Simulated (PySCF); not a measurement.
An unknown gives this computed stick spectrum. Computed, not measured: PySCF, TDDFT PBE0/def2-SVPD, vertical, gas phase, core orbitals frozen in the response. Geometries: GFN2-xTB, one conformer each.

```tsv
state	ν̃ (cm⁻¹)	f	main configurations (H = HOMO, L = LUMO)
S1	46230	0.0019	H-1→L+1 (86%)
S2	50730	0.027	H→L (84%), H→L+1 (13%)
S3	53740	0.192	H→L+1 (81%), H→L (14%)
S4	54590	0.0032	H-1→L (90%)
S5	57960	0.023	H→L+2 (77%), H→L+3 (18%)
S6	59200	0.0022	H→L+3 (73%), H→L+2 (18%)
```

Triplets computed (Tamm–Dancoff): 5.04, 5.27 eV.

Problem. Which candidate is it? All have the formula C6H11NO.
A. `[H]/N=C1\CC[C@@H](OC)C1`
B. `CN(C)C(=O)C1CC1`
C. `C=CC(=O)N(C)CC`

Solution. B. Its S1, at 5.73 eV, is the highest among the candidates; the nearest of the others has S1 at 5.10 eV. S1 is HOMO-1→LUMO+1 (86%). Löwdin shares by element: HOMO nitrogen 43%, oxygen 24%, carbon 13% or more (atoms not listed hold the other 20%); LUMO carbon 30% or more, hydrogen 16% or more (atoms not listed hold the other 54%). At the same level the other candidates give, for their lowest levels:
- `[H]/N=C1\CC[C@@H](OC)C1`: 5.10 eV (f 0.002); 6.35 eV (f 0.003); 6.75 eV (f 0.031); 7.07 eV (f 0.012); 7.36 eV (f 0.006); T1 4.37 eV; HOMO -7.13, LUMO -0.16 eV
- `C=CC(=O)N(C)CC`: 4.59 eV (f 0.001); 5.12 eV (f 0.088); 6.43 eV (f 0.020); 6.56 eV (f 0.357); 6.85 eV (f 0.010); T1 3.87 eV; HOMO -6.94, LUMO -0.95 eV

Conformer computed: `[CH3:1][N:2]([CH3:3])[C:4](=[O:5])[CH:6]1[CH2:7][CH2:8]1`: C1–N2–C4–O5 -6°, N2–C4–C6–C7 176°.
